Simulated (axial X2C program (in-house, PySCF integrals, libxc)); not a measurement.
# Worked dissociation energy of BeS: HF, with spin–orbit coupling

Calculated with an in-house all-electron X2C program for linear molecules (integrals from PySCF). Two-component (2c) means X2C with spin–orbit coupling and atomic mean-field two-electron Coulomb and Gaunt terms. Basis: S dyall-av3z [9s8p3d2f], Be dyall-cv3z [8s8p3d1f] (cores contracted in-house); Gaussian nuclei, density fitting, unrestricted open shells. Masses: S 31.972 u, Be 9.012 u.

Molecular state: Ω = 0 (closed shell).

* E(S) (2M_J = 2): -398.537699 hartree
* E(Be) (2M_J = 0): -14.575174 hartree
* E(BeS) at Re: -413.172328 hartree
* ωe: 1062.2 cm⁻¹
* ωexe: 6.27 cm⁻¹

Work out De and D0.

De = -398.537699 + (-14.575174) − (-413.172328) = 0.05946 hartree = 1.618 eV. The zero-point energy is ωe/2 − ωexe/4 = 530 cm⁻¹ = 0.066 eV, so D0 = 1.552 eV.

One determinant describes the state; a PBE0 search over occupations chose it and may have missed a lower one. Closed shells are restricted here (equal orbitals for both partners); the stretched side of such a curve lies too high. De is counted from the lowest determinant-based energies of the atoms at the same level, without counterpoise correction.

Hartree–Fock lacks correlation and underbinds, often by eV.

Each atomic determinant is the lowest at this level and need not be a pure J level. Totals compare only within one Hamiltonian and basis.
